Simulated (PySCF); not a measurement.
How methods differ on the excitation energy of Te

Te [Kr] 4d10 5s2 5p4 (3P) → Te [Kr] 4d10 5s1 5p4 6s1 (5P), as a difference of total energies. All numbers are calculated (PySCF 2.14, a scalar-relativistic core potential, in aug-cc-pwCVDZ-PP with ECP28MDF). Correlated levels: valence: 4s2 4p6 4d10 frozen. The calculations carry no spin-orbit coupling.

```json
{"method": "UHF", "excitation energy (eV)": "14.046"}
{"method": "MP2 (valence)", "excitation energy (eV)": "13.975"}
{"method": "SCS-MP2 (valence)", "excitation energy (eV)": "14.070"}
{"method": "CCSD (valence)", "excitation energy (eV)": "13.635"}
{"method": "CCSD(T) (valence)", "excitation energy (eV)": "13.521"}
```

**Question.** How much does correlation contribute at CCSD(T) (valence)?

**Answer.** 13.521 − (14.046) = -0.525 eV, measured against UHF.

The upper state lies above the first ionisation limit, where it may autoionise and the basis confines it. A Rydberg-like electron needs more diffuse functions than a valence basis has.

The promoted electron is Rydberg-like, and one or two diffuse shells describe it only roughly, which tends to raise the upper state.

The coupled-cluster amplitudes are large for the upper state (T1 above 0.03 or a double amplitude above 0.15), so a single reference is strained.
